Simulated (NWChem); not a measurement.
A series in which one site is exchanged, each optimised at B3LYP/6-31G* with NWChem, gas phase unless a solvent is named. Pople sets run with spherical d functions.

A: [GaH2][PH2] (GaPH4; site = Ga)
B: [AlH2][PH2] (AlPH4; site = Al)
C: BP (BPH4; site = B)

Problem. Rank them by orbital gap (eV), B3LYP/6-31G*, lowest first.

Solution. A (4.97), B (5.03), C (5.48)
